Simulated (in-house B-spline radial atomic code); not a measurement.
## Neutral terbium: [Xe] 4f9 6s2

Computed with a B-spline radial code for spherical atoms: Dirac-Kohn-Sham PBEsol, spherical fractional occupations, Fermi nucleus of rms radius 5.06 fm.

Z_r = [3n² - l(l+1)]/(2<r>); Z_e = n√(-2ε); the last column is Slater's effective charge. Values are occupation-weighted means over j. An effective charge above Z reflects the relativistic contraction of the inner shells.

```tsv
shell	electrons	ε (eV)	<r> (bohr)	Z_r	Z_e	Slater
1s	2	-51774	0.02151	69.72	61.69	64.70
2s	2	-8578.7	0.09099	65.94	50.22	60.85
2p	6	-7656.5	0.08054	62.08	47.44	60.85
3s	2	-1902.5	0.2391	56.47	35.47	53.75
3p	6	-1614.8	0.2375	52.63	32.68	53.75
3d	10	-1224.1	0.2166	48.48	28.46	43.85
4s	2	-376.52	0.5416	44.32	21.04	37.25
4p	6	-281.14	0.573	40.14	18.18	37.25
4d	10	-146.54	0.6242	33.64	13.13	25.85
5s	2	-47.431	1.327	28.25	9.34	11.60
5p	6	-25.033	1.572	23.22	6.78	11.60
6s	2	-3.7237	4.145	13.03	3.14	2.85
4f	9	-3.0635	0.9113	19.75	1.90	16.20
```

The least bound orbital is 4f7/2 at -2.727 eV, while the most diffuse is 6s1/2 (<r> = 4.145 bohr against 0.921 bohr): energy order and size order differ.

Spin-orbit splittings of the orbital energies (j = l + 1/2 above j = l - 1/2 when positive): 2p 746.1 eV, 3p 154 eV, 3d 33.61 eV, 4p 34.35 eV, 4d 6.204 eV, 5p 4.391 eV, 4f 0.7848 eV.

For the 1s electron the small component carries 5.87 % of the norm, the zero-frequency Breit interaction raises the level by 158.7 eV, self-energy by 95.39 eV, and vacuum polarisation lowers it by 15.78 eV.
